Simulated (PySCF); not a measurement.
# Electron correlation in I+ (iodine, charge +1)

[Kr] 4d10 5s1 5p4 5d1, one real determinant (an excited configuration). All numbers are calculated (PySCF 2.14, scalar relativity through the core potential, in aug-cc-pVDZ-PP with ECP28MDF). Frozen: 4s2 4p6 4d10; 6 electrons correlated.

| level | correlation energy (mhartree) |
| --- | --- |
| CCSD | -92.60 |
| (T) | -5.94 |
| CCSD(T) | -98.54 |
| CCSDT | -102.79 |

Diagnostics: T1 = 0.011, D1 = 0.0273, largest double amplitude 0.271.

Problem. Is a single reference adequate?

Solution. Not fully. The real determinant used has ⟨L²⟩ near 8 against 12 for a pure F term, so it mixes terms. The outer electron is Rydberg-like, and this basis confines it to a smaller radius and binds it less than a complete one would. A double-excitation amplitude exceeds 0.15, a sign of near-degeneracy.

The reference is one real determinant that mixes LS terms of this configuration.
